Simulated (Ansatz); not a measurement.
One change: `CC[O][Zr]([OH])([O]CC)[O]CC` becomes `CC[O][Ti]([OH])([O]CC)[O]CC`.

Ansatz, PBE0-D4/def2-TZVP geometries, multiplicity 1. Each molecule was computed in one conformer, which needn't be the lowest.

Elements past krypton have def2 core potentials. Scalar relativity is left out up to krypton.

| property | `CC[O][Zr]([OH])([O]CC)[O]CC` |
| --- | --- |
| HOMO–LUMO gap (PBE/def2-TZVPP) / eV | 5.47 |
| HOMO–LUMO gap (PBE0/def2-TZVPP) / eV | 7.62 |
| LUMO energy (PBE0/def2-TZVPP) / eV | 0.16 |
| HOMO energy (PBE/def2-TZVPP) / eV | -5.98 |
| HOMO–LUMO gap (B3LYP/def2-TZVPP) / eV | 7.14 |
| LUMO energy (PBE/def2-TZVPP) / eV | -0.51 |

Q: What does the change do to each property? (Estimate.)

A: Computed: 
```json
{"property": "HOMO–LUMO gap (PBE/def2-TZVPP) / eV", "`CC[O][Ti]([OH])([O]CC)[O]CC`": "4.53", "shift": "-0.94"}
{"property": "HOMO–LUMO gap (PBE0/def2-TZVPP) / eV", "`CC[O][Ti]([OH])([O]CC)[O]CC`": "6.98", "shift": "-0.64"}
{"property": "LUMO energy (PBE0/def2-TZVPP) / eV", "`CC[O][Ti]([OH])([O]CC)[O]CC`": "-0.62", "shift": "-0.78"}
{"property": "HOMO energy (PBE/def2-TZVPP) / eV", "`CC[O][Ti]([OH])([O]CC)[O]CC`": "-6.10", "shift": "-0.12"}
{"property": "HOMO–LUMO gap (B3LYP/def2-TZVPP) / eV", "`CC[O][Ti]([OH])([O]CC)[O]CC`": "6.47", "shift": "-0.67"}
{"property": "LUMO energy (PBE/def2-TZVPP) / eV", "`CC[O][Ti]([OH])([O]CC)[O]CC`": "-1.57", "shift": "-1.06"}
```

With PBE0 the HOMO falls by 0.13 eV and the LUMO falls by 0.78 eV, so the gap narrows by about 0.65 eV. PBE moves the HOMO by -0.12 eV and ωB97M-V by -0.13 eV.

B3LYP here is the variant with VWN-RPA as its local correlation; programs differ in this.
